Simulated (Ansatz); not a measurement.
Consider the homolysis of the Si–Si bond: `C[SiH2][SiH2]C` → 2 `C[SiH2]`•.

Calculated with Ansatz (gas phase, PBE0-D4/def2-TZVP geometries, no zero-point term in ΔE). CBS: MP2 limit from def2 TZ/QZ plus the TZ coupled-cluster correction, frozen cores. Functionals use def2-TZVPP. B3LYP here is the variant with VWN-RPA as its local correlation; programs differ in this. No spin–orbit coupling; open shells (•) take unrestricted orbitals. Each species was taken in one conformer, which may not be the lowest.

`C[SiH2][SiH2]C`:

```xyz
14

C    -1.289   -0.957   -1.456
Si    0.484   -1.052   -0.840
Si    0.732    0.019    1.229
C     0.257    1.834    1.125
H    -1.603    0.083   -1.577
H    -1.971   -1.436   -0.749
H    -1.393   -1.456   -2.422
H     1.393   -0.406   -1.832
H     0.904   -2.478   -0.719
H    -0.131   -0.667    2.236
H     2.142   -0.112    1.694
H     0.886    2.358    0.402
H    -0.784    1.946    0.813
H     0.373    2.323    2.095
```

`C[SiH2]`•:

Cartesian coordinates in Å:
```
C -0.213 0.670 0.418
Si 0.499 -0.960 -0.176
H -0.842 1.119 -0.357
H -0.825 0.524 1.310
H 0.584 1.376 0.661
H 1.368 -0.780 -1.373
H -0.571 -1.951 -0.483
```

```tsv
level	ΔE (eV)	difference from CCSD(T)/CBS
r2SCAN-D4	3.20	-0.30
PBE0-D4	3.34	-0.16
B3LYP-D4	3.30	-0.20
ωB97X-V	3.54	0.04
ωB97M-V	3.51	0.01
r2SCAN	3.17	-0.33
PBE0	3.26	-0.24
B3LYP	3.15	-0.35
MP2/def2-TZVPP	3.39	-0.11
SCS-MP2/def2-TZVPP	3.41	-0.09
CCSD/def2-TZVPP	3.31	-0.19
CCSD(T)/def2-TZVPP	3.38	-0.12
HF/def2-QZVPP	2.45	-1.05
MP2/def2-QZVPP	3.45	-0.05
HF/CBS(def2)	2.45	-1.05
MP2/CBS(def2)	3.51	0.01
CCSD(T)/CBS	3.50	0
```

Largest T1 diagnostic among the species: 0.012.

The D4 term adds +0.15 eV with B3LYP and +0.09 eV with PBE0; it sums over pairs of atoms, weighted by their polarisabilities, and B3LYP, whose exchange is more repulsive, gets the larger term. In def2-TZVPP, CCSD(T) changes the Hartree–Fock value by +0.92 eV (the triples alone add +0.07 eV) and MP2 by +0.93 eV; breaking electron pairs costs correlation energy, which Hartree–Fock lacks.

CCSD(T)/CBS has its own doubt, a few kJ/mol and more with outer-core shells, so smaller differences from it don't rank the levels.
